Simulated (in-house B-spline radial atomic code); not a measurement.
**PBE0 excitations of the oxygen ion O⁶⁺**

Method: PBE0. Computed with a B-spline radial code for spherical atoms: linear response of the closed shell 1s2 with the functional's adiabatic kernel; scalar-relativistic (spin-free one-electron X2C), finite nucleus, no spin-orbit coupling, no double excitations, S, P, D and F terms only.

Command:
```bash
python run_td.py task.json out
```
Settings (radii: box in bohr, nucleus in fm):
```
Z                        8
electrons                2
configuration            1s2
hamiltonian              x2c
method                   pbe0
box_radius               14.35
rms_radius               2.6991
intervals                72
```

Cost of the run: 0.2 s on 1 thread of Intel(R) Xeon(R) Platinum 8488C (Sapphire Rapids), with other jobs on the host.

The lowest states, in the order of their Tamm-Dancoff energies; the method's threshold (minus the highest occupied level) is 704.28 eV. Labels give the largest channel, * marks a mixed state, and oscillator strengths are full-response dipole values. Semilocal kernels can invert the small singlet-triplet splittings of Rydberg terms. Energies in eV:

```json
{"state": "1s → 2s 3S", "full response": "548.29", "Tamm-Dancoff": "548.32", "oscillator strength": "-"}
{"state": "1s → 2s 1S", "full response": "555.91", "Tamm-Dancoff": "556.01", "oscillator strength": "-"}
{"state": "1s → 2p 3P", "full response": "556.81", "Tamm-Dancoff": "556.84", "oscillator strength": "-"}
{"state": "1s → 2p 1P", "full response": "?", "Tamm-Dancoff": "?", "oscillator strength": "?"}
{"state": "1s → 3s 3S", "full response": "639.31", "Tamm-Dancoff": "639.32", "oscillator strength": "-"}
{"state": "1s → 3s 1S", "full response": "?", "Tamm-Dancoff": "?", "oscillator strength": "-"}
{"state": "1s → 3p 3P", "full response": "641.89", "Tamm-Dancoff": "641.89", "oscillator strength": "-"}
{"state": "1s → 3p 1P", "full response": "643.19", "Tamm-Dancoff": "643.20", "oscillator strength": "0.13"}
{"state": "1s → 3d 3D", "full response": "644.02", "Tamm-Dancoff": "644.02", "oscillator strength": "-"}
{"state": "1s → 3d 1D", "full response": "644.07", "Tamm-Dancoff": "644.07", "oscillator strength": "-"}
```

Problem. Where does 1s → 3s 1S lie?

Solution. At 641.17 eV in full response, 641.19 eV in Tamm-Dancoff.

Problem. Where does 1s → 2p 1P lie?

Solution. At 561.96 eV in full response, 561.99 eV in Tamm-Dancoff, oscillator strength 0.643.

Problem. How large is the singlet-triplet splitting of 1s → 2s (S terms) in Tamm-Dancoff?

Solution. 7.69 eV, from the unrounded values.

Problem. What polarisabilities and dispersion coefficient does the method give?

Solution. Dipole 0.002693 bohr³, quadrupole 0.0001695 bohr⁵, C6 0.0001325 hartree·bohr⁶ for two such species.
